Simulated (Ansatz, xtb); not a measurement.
A geometry optimisation of C2H3Sn with r2SCAN-D4/def2-SVP

The starting geometry of this gas-phase doublet was built from a drawn formula by distance geometry and a force field; its bonds are those of `[C]1=[CH][SnH2]1`.

```csv
atom,x (Å),y (Å),z (Å)
C,-1.6385,2.8698,-1.6692
C,-1.7227,2.1281,-2.8586
Sn,-0.7616,1.0814,-1.3955
H,-1.9956,2.1431,-3.9028
H,0.8750,0.8657,-2.0610
H,-1.7292,-0.3480,-1.2311
```

Task: Predict what becomes of its bonds when it is optimised with r2SCAN-D4/def2-SVP.

Result: A bond breaks, leaving `C#[C][SnH2]`. Distances that change by over a tenth: C1–C2 (1.40 → 1.22 Å). Contacts that open: C2–Sn3 (2.04 → 3.32 Å).

The energy falls by 2.12 eV over 15 steps:

```
step  E − E(last) (eV)
   1             2.115
   3             1.100
   4             0.984
   6             0.665
   7             0.490
   9             0.233
  10             0.115
  12             0.001
  13             0.000
  15             0.000
```

Final geometry (Å):

```yaml
atoms:
  - { symbol: C, position_ang: [-1.4886, 1.9325, -2.5254] }
  - { symbol: C, position_ang: [-2.0695, 2.6245, -3.3522] }
  - { symbol: Sn, position_ang: [-0.5270, 0.9170, -0.9650] }
  - { symbol: H, position_ang: [-2.5765, 3.2121, -4.0977] }
  - { symbol: H, position_ang: [1.0861, 0.5999, -1.4811] }
  - { symbol: H, position_ang: [-1.3970, -0.5459, -0.6968] }
```

From the same start GFN2-xTB reaches the same bonding as this run.

No frequencies were run, so the end isn't proven a minimum. Open shells are spin-unrestricted. Atoms past krypton carry core potentials, without spin–orbit terms. Run with Ansatz 0.2.0, 96 s on 1 thread of Arm Neoverse V1, on a shared host.
